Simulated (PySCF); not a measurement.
C₆H₇OS (doublet state).
Atom-mapped SMILES: `[CH:1]#[C:2][C:3]1[CH2:4][S@@:5](=[O:6])[C@@H:7]1[CH3:8]` (hydrogens: H9 on C1; H10, H11 on C4; H12 on C7; H13, H14, H15 on C8)

The calculation used UKS B3LYP, pcH-1 on C H O S, non-relativistic, mean-field spin-orbit, GIAO (PySCF). The structure is a single GFN2-xTB conformer in the gas phase; no vibrational or solvent corrections. The geometry wasn't refined by DFT: couplings that depend on bond lengths, twists or pyramidal angles can differ widely from those at the functional's own minimum. No stability test was run, so a lower SCF solution isn't excluded.

Question: The isotropic 1H couplings, averaged over equivalent nuclei, are +102.1, +96.3, -39.0, +35.4, -1.6 MHz. Assign them to H9; H10; H11; H12; H13/H14/H15.

Answer: 
| site | a_iso (MHz) | ρ(0) (bohr⁻³) | position | distance from C3 (Å) | bound to | spin population there | largest \|T\| (MHz) |
| --- | --- | --- | --- | --- | --- | --- | --- |
| H9 | -39.0 | -0.0087 | 1 bond from C1 | 3.63 | C1 | +0.51 | 19.9 |
| H10 | +102.1 | +0.0229 | 2 bonds from C3 | 2.18 | C4 | -0.06 | 6.2 |
| H11 | +35.4 | +0.0079 | 2 bonds from C3 | 2.20 | C4 | -0.06 | 4.9 |
| H12 | +96.3 | +0.0216 | 2 bonds from C3 | 2.17 | C7 | -0.06 | 6.1 |
| H13/H14/H15 | -1.6 | -0.0004 | 3 bonds from C3 | 3.06 | C8 | +0.01 | 3.2 |

ρ(0) is the spin density at the nucleus and T the dipolar tensor; a_iso includes a spin–orbit part; entries for several nuclei are means. The Mulliken spin populations are largest on C3 (+0.68), C1 (+0.51), C2 (-0.23) and C4 (-0.06). The positive populations add up to 1.38 and the negative ones to -0.38, together 2S = 1. The angles at C3 add up to 356.4°, so it is nearly planar. Main spin sites, with 60 % or more of the largest population: C1, C3; positions count bonds from the nearest.

The spin density at the nucleus, in bohr⁻³, is negative for C2 (-0.0544), C4 (-0.0264) and C7 (-0.0257), for instance. A restricted open-shell determinant has no negative spin density anywhere; here it arises because α and β orbitals differ (spin polarisation).

Nuclei that the bonding pattern makes equivalent are averaged, as if the motion that swaps them (rotation, inversion, ring flip) were fast.
